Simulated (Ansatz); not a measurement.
One geometry of HfO₄H₄⁺, that is Hf(OH)4 with one electron fewer, several levels of theory.

```yaml
crystal:
  periodic: [false, false, false]
  atoms:
    - {symbol: Hf, position_ang: [-0.000130, 0.000048, -0.000095]}
    - {symbol: O, position_ang: [-0.435159, 0.159887, 1.874733]}
    - {symbol: H, position_ang: [-0.654291, 0.246572, 2.797890]}
    - {symbol: O, position_ang: [1.899126, 0.251835, -0.243424]}
    - {symbol: H, position_ang: [2.837262, 0.375852, -0.354220]}
    - {symbol: O, position_ang: [-0.962122, 1.343133, -1.000338]}
    - {symbol: H, position_ang: [-1.441159, 1.999345, -1.497992]}
    - {symbol: O, position_ang: [-0.502265, -1.754746, -0.631241]}
    - {symbol: H, position_ang: [-0.741273, -2.621917, -0.945315]}
basis:
  gaussian: {orbitals: def2-TZVP, initial_orbitals: start.molden}
total_charge: 1
magnetization: {spin_polarized: true, initial_magnetization: 1}
hamiltonian: {xc: r2scan, dispersion: d4}
scf: {omitted_lower_state_checks: [starts]}
output: {orbitals: {seedname: orbitals}}
```

The file start.molden holds the orbitals of an earlier run on this structure, at another level or in another basis.

```sh
$ ansatz run in.yaml --threads 4 --pin off --events-out ev --progress --plain --max-ram 3916MiB
```

Output, abridged:

```
Functional definition: r2SCAN
1125 factors; their error is unknown
mean field evaluation 1: about -9557.8221 eV, gradient 3.6e0 eV
mean field evaluation 2: about -9557.8645 eV, gradient 4.5e-2 eV
mean field evaluation 4: about -9557.8518 eV, gradient 2.1e-4 eV
mean field evaluation 8: about -9557.8518 eV, gradient 2.2e-5 eV
mean field evaluation 16: about -9557.8518 eV, gradient 2.4e-6 eV
mean field -9557.85177146 eV, -351.2445740566 hartree, gradient 2.7e-6 eV, S^2 0.759552; 0 other end points of the search recorded, 0 dependent functions left out
reference -9557.85178587 eV, -351.2445745862 hartree; 24, 23 occupied and 164, 165 virtual orbitals, 1125 factors
Total energy: -9557.88473685 eV, -351.2457855123 hartree
Checks for a lower state left out: starts
```

Hardware: 4 threads of Arm Neoverse V2 on a shared host. Wall time 17 s.

The first input with `hamiltonian: {xc: pbe0, dispersion: d4}` (abridged; 11 s):

```
Functional definition: PBE0
mean field -9551.46208272 eV, -351.0097573263 hartree, gradient 6.6e-6 eV, S^2 0.767652
Total energy: -9551.57408654 eV, -351.0138733908 hartree
Checks for a lower state left out: starts
```

First input, but with `hamiltonian: {xc: pbe, dispersion: d4}` (abridged; 6 s):

```
Functional definition: PBE
mean field evaluation 16: about -9553.2785 eV, gradient 1.6e-6 eV
mean field -9553.27851554 eV, -351.0765100014 hartree, gradient 1.6e-6 eV, S^2 0.754547
Total energy: -9553.40876329 eV, -351.0812965180 hartree
Checks for a lower state left out: starts
```

Geometry: PBE0-D4/def2-SVP, that of the neutral singlet.

In the def2 sets Hf takes a core potential; there is no spin–orbit coupling. At PBE-D4/def2-TZVP the gap within one spin of the charge 1 doublet nearly closes, so an electron or hole may be smeared out by delocalisation error.
